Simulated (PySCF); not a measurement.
## Working with the constants of KI

RHF-CCSD(T) constants of KI, ¹Σ⁺ (singlet), closed shell (K def2-TZVPP, I def2-TZVPP with ECP28; scalar-relativistic core potentials (PySCF 2.14); masses 38.9637 and 126.9045 u):

```
ωe              : 182.8 cm⁻¹
ωexe            : 0.584 cm⁻¹
Be              : 0.058849 cm⁻¹
αe              : 0.000264 cm⁻¹
D (centrifugal) : 2.44e-08 cm⁻¹
De to K + I     : 3.36 eV
```

(1) Give the vibrational terms G(v) and spacings up to v = 6.

(2) How well does the Morse estimate ωe²/(4ωexe) reproduce De, and what is D0?

Measured values (Huber and Herzberg, Constants of Diatomic Molecules (1979)): ωe = 186.53 cm⁻¹, ωexe = 0.574 cm⁻¹, Be = 0.06087473 cm⁻¹, αe = 0.00026776 cm⁻¹.

Correlated steps freeze 9 core orbitals. These are scalar-relativistic numbers at best; spin–orbit coupling would shift them, the dissociation energy most. Where the molecule has an RHF reference, its open-shell atoms are computed with UHF.

Results:

(1) G(v) = ωe(v+½) − ωexe(v+½)².

```json
{"v": "0", "G(v) (cm⁻¹)": "91.3", "G(v) − G(v−1)": "", "Bv (cm⁻¹)": "0.05872"}
{"v": "1", "G(v) (cm⁻¹)": "272.9", "G(v) − G(v−1)": "181.6", "Bv (cm⁻¹)": "0.05845"}
{"v": "2", "G(v) (cm⁻¹)": "453.4", "G(v) − G(v−1)": "180.5", "Bv (cm⁻¹)": "0.05819"}
{"v": "3", "G(v) (cm⁻¹)": "632.6", "G(v) − G(v−1)": "179.3", "Bv (cm⁻¹)": "0.05792"}
{"v": "4", "G(v) (cm⁻¹)": "810.8", "G(v) − G(v−1)": "178.1", "Bv (cm⁻¹)": "0.05766"}
{"v": "5", "G(v) (cm⁻¹)": "987.7", "G(v) − G(v−1)": "177.0", "Bv (cm⁻¹)": "0.05740"}
{"v": "6", "G(v) (cm⁻¹)": "1163.5", "G(v) − G(v−1)": "175.8", "Bv (cm⁻¹)": "0.05713"}
```

(2) It gives 1.77 eV, 53 % of the computed De. D0 = De − G(0) = 3.36 − 0.01 = 3.35 eV.
